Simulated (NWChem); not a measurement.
**Atomisation of 1,3,5-triazine (C$_{3}$H$_{3}$N$_{3}$)**

```xyz
9

C      0.0000     0.0000     1.2906
N     -1.1821     0.0000     0.6825
C     -1.1177     0.0000    -0.6453
N      0.0000     0.0000    -1.3649
C      1.1177     0.0000    -0.6453
N      1.1821     0.0000     0.6825
H      0.0000     0.0000     2.3880
H     -2.0680     0.0000    -1.1940
H      2.0680     0.0000    -1.1940
```
Charge 0, spin multiplicity 1.

Program: NWChem. Structure: optimised with PBE0/def2-SVP, a minimum by its harmonic frequencies.

Basis set: def2-SVP. The atomisation energy is electronic alone: no zero-point, thermal, spin-orbit or counterpoise terms. No value is extrapolated to the basis-set limit. Free atoms are single determinants with multiplicities C 3, N 4, H 2. Correlated methods freeze the same cores in atoms and molecule, 6 orbitals in all.

The stability of the SCF solutions was not checked. Open-shell Hartree-Fock references start from PBE0 orbitals.

Order these methods by the atomisation energy they give, lowest first: MP2, BLYP, HF, PBE0, M06-2X.

HF (648.8 kcal/mol), MP2 (955.2 kcal/mol), M06-2X (999.3 kcal/mol), BLYP (1012.8 kcal/mol), PBE0 (1014.9 kcal/mol)
